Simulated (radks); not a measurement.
Question: These are the eigenvalues of the occupied orbitals of an atom or ion with whole-number occupations (eV). Method: Dirac Kohn-Sham, PBE, spin-unpolarised, spherical densities, point nucleus; computed with a radial shooting solver on a logarithmic mesh with Libxc functionals.

1s1/2: -7015.991
2s1/2: -837.5973
2p1/2: -724.7301
2p3/2: -712.2455
3s1/2: -112.4093
3p1/2: -79.4914
3p3/2: -77.9546
3d3/2: -25.7794
3d5/2: -25.6219

Which element is it, and in what charge state? The configuration may be excited. Open shells, if any, fill j = l - 1/2 first.

Answer: Z = 26, iron, charge +2: Fe2+ in [Ar] 3d6. The list shows which subshells hold electrons but not how many an open one holds; the 1s level, -257.83 hartree, gives Z - s = 22.7 by -(Z - s)^2/2, which with screening and relativity narrows Z to a few neighbours, and the depths of the outer levels then fix element, charge and occupations together.
